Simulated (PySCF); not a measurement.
Gas-phase reaction: 2 SnF2 + 2 F + SnH3Cl → SnHCl + 2 SnHF3

Computed with PySCF and rigid-rotor harmonic-oscillator thermochemistry at 1 bar. † marks an energy on the PBE0/def2-TZVP geometry and frequencies; other levels use their own. CCSD(T) freezes the core. Open shells (unrestricted): F (multiplicity 2, electronic degeneracy 6); the rest are closed-shell singlets. Spin-orbit splitting is ignored; it lowers the true energy and changes the entropy of F. Sn: scalar-relativistic def2 core potential, no spin-orbit coupling. SnH3Cl, SnHCl, SnHF3: computed as isolated molecules; such fragments, hydroxides, amides, oligomers or adducts are transient or little studied in the gas. CCSD(T) isn't extrapolated to the basis-set limit; its ΔH°(298 K) is -595.7 kJ in def2-SVP and -634.6 kJ in def2-TZVPP. The harmonic model lacks anharmonicity and excited electronic states, which grow with temperature; levels with a mode under 35 cm⁻¹ are left out.

| level | ΔE electronic, kJ | ΔH°(298 K), kJ | ΔS°(298 K), J/K | ΔG°(1200 K), kJ |
|---|---|---|---|---|
| BLYP/def2-TZVP† | -621 | -616 | -262 | -304 |
| CCSD(T)/def2-SVP† | -601 | -596 | -262 | -284 |
| CCSD(T)/def2-TZVPP† | -640 | -635 | -262 | -323 |
| HF/def2-TZVP† | -415 | -410 | -262 | -98 |
| M06-2X/def2-TZVP† | -689 | -684 | -262 | -373 |
| PBE/def2-SVP | -652 | -648 | -259 | -341 |
| PBE0/def2-QZVP† | -636 | -631 | -262 | -319 |
| PBE0/def2-SVP† | -600 | -595 | -262 | -284 |
| PBE0/def2-TZVP | -629 | -624 | -262 | -312 |
| ωB97X-V/def2-TZVP† | -656 | -651 | -262 | -339 |
ΔH° is lowest at M06-2X/def2-TZVP† and highest at HF/def2-TZVP†. No reference value is set beside these.
